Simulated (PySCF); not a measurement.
C₆H₃ClFNS.
Atom-mapped SMILES: `[F:1][c:2]1[c:3]([Cl:4])[s:5][c:6]2[cH:7][cH:8][nH:9][c:10]12` (hydrogens: H11 on C7; H12 on C8; H13 on N9)

Computed with PySCF at PBE0/def2-SVPD, non-relativistic, on one gas-phase PBE0-D3(BJ)/def2-SVP geometry that isn't relaxed in the solvent. The solvent is an IEF-PCM continuum (Bondi radii, 1.10 Å for H, scaled by 1.2), and excitations are vertical TDDFT with non-equilibrium linear response and a frozen core. The model holds no explicit solvent molecules, cavitation or dispersion.

Gas-phase singlets (H = HOMO, L = LUMO):

| state | E (eV) | λ (nm) | f | leading configurations |
| --- | --- | --- | --- | --- |
| S1 | 4.845 | 256 | 0.000 | H→L+1 97% |
| S2 | 4.938 | 251 | 0.363 | H→L 95% |
| S3 | 5.199 | 238 | 0.000 | H→L+2 95% |
| S4 | 5.334 | 232 | 0.082 | H-1→L 92% |
| S5 | 5.375 | 231 | 0.001 | H-1→L+1 91% |

Task: What are the lowest 5 singlets in cyclohexane (ε = 2.017)?

Result: 
```
state  E (eV)  λ (nm)      f  leading configurations  change by rank (eV)
   S1   4.820     257  0.066      H→L+1 84%, H→L 14%               -0.025
   S2   4.829     257  0.413      H→L 83%, H→L+1 14%               -0.109
   S3   5.211     238  0.000               H→L+2 96%               +0.012
   S4   5.281     235  0.114               H-1→L 94%               -0.053
   S5   5.355     232  0.000             H-1→L+1 89%               -0.020
```

Task: The ground-state energy changes by -0.101 eV from gas to cyclohexane. By how much does the total energy of gas-phase S2 change?

Result: E(S2) = E(S0) + excitation energy, so it changes by -0.101 − 0.109 = -0.210 eV: it is lowered more than the ground state, which is what a red shift means. This is the vertical state, with the slow part of the continuum still set for S0.

Task: How do the frontier levels move from gas to cyclohexane?

Result: 
| orbital | gas (eV) | solvent (eV) | change (eV) | Löwdin shares, gas | Löwdin shares, solvent |
| --- | --- | --- | --- | --- | --- |
| LUMO+2 | 0.20 | 0.28 | +0.08 | Cl4 16 %, S5 15 %, H13 15 %, C2 9 % | Cl4 27 %, S5 22 %, C3 13 %, C2 8 % |
| LUMO+1 | 0.01 | 0.02 | +0.01 | S5 51 %, C3 13 %, C2 8 %, C6 7 % | S5 48 %, C3 13 %, C2 9 %, Cl4 9 % |
| LUMO | -0.64 | -0.61 | +0.03 | C3 21 %, C2 14 %, S5 13 %, C8 12 % | C3 21 %, C2 15 %, S5 14 %, C8 11 % |
| HOMO | -6.11 | -6.08 | +0.03 | C3 19 %, C8 17 %, Cl4 11 %, C7 11 % | C3 19 %, C8 17 %, C7 11 %, Cl4 11 % |
| HOMO-1 | -6.80 | -6.76 | +0.04 | S5 34 %, N9 15 %, C6 12 %, C10 10 % | S5 34 %, N9 16 %, C6 13 %, C10 10 % |
| HOMO-2 | -8.10 | -8.06 | +0.04 | C7 22 %, C2 12 %, C6 11 %, C8 11 % | C7 21 %, C2 12 %, C6 12 %, C10 11 % |
| HOMO-3 | -9.26 | -9.31 | -0.05 | Cl4 70 %, C3 11 %, S5 10 % | Cl4 69 %, C3 11 %, S5 10 %, C2 4 % |

The HOMO–LUMO gap goes from 5.48 to 5.47 eV. Rows go by rank; for LUMO+1 and LUMO+2 the atom shares or the degeneracy differ between the runs, so the row needn't follow one orbital.
